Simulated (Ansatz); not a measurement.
## Pulling the pair apart

The pair of Br⁻ (SMILES [Br-], atom 1) and H$_{2}$O$_{2}$ (SMILES OO, atoms 2–5), both closed shells, in one local arrangement (a lower one may exist), relaxed at PBE0-D4/def2-TZVPD:

```
atom    x (Å)    y (Å)    z (Å)
 Br1   0.0491   0.6949  -1.9903
  O2  -0.7094  -0.1265   1.0096
  O3   0.6619  -0.5410   0.8987
  H4  -0.8607   0.2462   0.1106
  H5   0.8590  -0.2737  -0.0286
```

H$_{2}$O$_{2}$ is shifted rigidly along the line between the mean atom positions of the two fragments (negative: closer). Counterpoise interaction energies in kcal/mol. Program: Ansatz 0.2.0. Basis: def2-TZVPPD. Cores are frozen in the correlated methods. Filled d shells of the heavier atoms are correlated. The def2 sets are not built for correlating such inner shells, so the correlated values are less sure here.

| shift (Å) | r2SCAN-D4 | wB97M-V | MP2 |
| --- | --- | --- | --- |
| -0.23 | -27.76 | -26.15 | -25.81 |
| -0.12 | -29.44 | -28.15 | -27.67 |
| 0.00 | -29.89 | -28.83 | -28.26 |
| 0.12 | -29.53 | -28.64 | -28.00 |
| 0.28 | -28.20 | -27.47 | -26.80 |
| 0.58 | -24.63 | -24.08 | -23.47 |
| 1.17 | -17.86 | -17.52 | -17.16 |
| 2.33 | -9.72 | -9.67 | -9.58 |

(1) What does CCSD(T) give at these shifts? (To be estimated.)

The T1 diagnostic stays at or below 0.011.

Results:

(1) By the calculation: -24.53, -26.66, -27.46, -27.37, -26.33, -23.18, -17.00, -9.47 kcal/mol. For zero shift, CCSD(T) at an estimated basis limit (MP2 extrapolated from triple and quadruple zeta, plus CCSD(T) − MP2 in triple zeta) gives -29.13 kcal/mol. These are counterpoise interaction energies, counted from the two frozen fragments.

For scale, one of the runs: CCSD(T)/def2-TZVPPD, 171 basis functions, launched by `ansatz run in.yaml --threads 2 --pin off --events-out ev --progress --plain --max-ram 5222MiB`. Hardware: 2 CPU threads of an Arm Neoverse V1, shared host. Wall time 81 s; peak host memory 1.6 GiB.
